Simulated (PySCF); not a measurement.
# Distorted geometries of Ce(OH)3

Ce(OH)3 (singlet in the valence; each metal's 4f electrons, 1 of them, lie in its core potential, out of spins and levels). PySCF 2.14.0, RKS r2SCAN, Ce lcecp-1-SVP with ECP47, O def2-SVP, H def2-SVP; non-relativistic Hamiltonian with scalar-relativistic core potentials where named; density fitting; no spin-orbit coupling. Relaxed geometry:

```xyz
7

Ce    0.0000    0.0000   -0.4783
O     2.0905    0.0000    0.0476
H     2.9628    0.0000    0.4489
O    -1.0452    1.8104    0.0476
H    -1.4814    2.5659    0.4489
O    -1.0453   -1.8104    0.0476
H    -1.4814   -2.5659    0.4489
```

Task: Order these distorted geometries by energy above the relaxed one, lowest first.
A.
```xyz
7

Ce   -0.0886    0.0530   -0.5553
O     2.1071    0.0247    0.0946
H     2.9277   -0.0445    0.4362
O    -0.8828    1.7093    0.0358
H    -1.5730    2.6346    0.4598
O    -1.0923   -1.7692   -0.1248
H    -1.3981   -2.6079    0.6649
```
B.
```xyz
7

Ce   -0.0006   -0.0391   -0.4780
O     2.0875   -0.0346    0.0427
H     3.0106    0.0140    0.4556
O    -1.0332    1.8564    0.0757
H    -1.5228    2.5930    0.4354
O    -1.0194   -1.8389    0.0377
H    -1.5221   -2.5507    0.4422
```
C.
```xyz
7

Ce   -0.0101   -0.0362   -0.3313
O     2.1111    0.1552    0.0379
H     2.8665    0.0211    0.5420
O    -0.9974    1.9105    0.0435
H    -1.4963    2.4633    0.3120
O    -1.0126   -1.8463   -0.0366
H    -1.4612   -2.6677    0.4436
```

Result: B (0.12 eV), C (1.58 eV), A (2.85 eV).

Task: Which forces (eV/Å) act in the one that lies 1.58 eV up?

Result: 
```
Ce    0.38   2.12  -0.54
O    -2.23   0.12  -1.17
H     2.40  -0.31   1.34
O    10.81 -12.70  -5.76
H   -10.69  12.04   5.73
O    -2.15  -3.95   2.14
H     1.47   2.69  -1.75
```
Forces carry noise of the integration grid, about 0.01 to 0.03 eV/Å.

No frequency check is given that shows the relaxed geometry to be a minimum. An lcecp potential fixes the number of 4f electrons, so in runs with it no electron can move into or out of that shell.
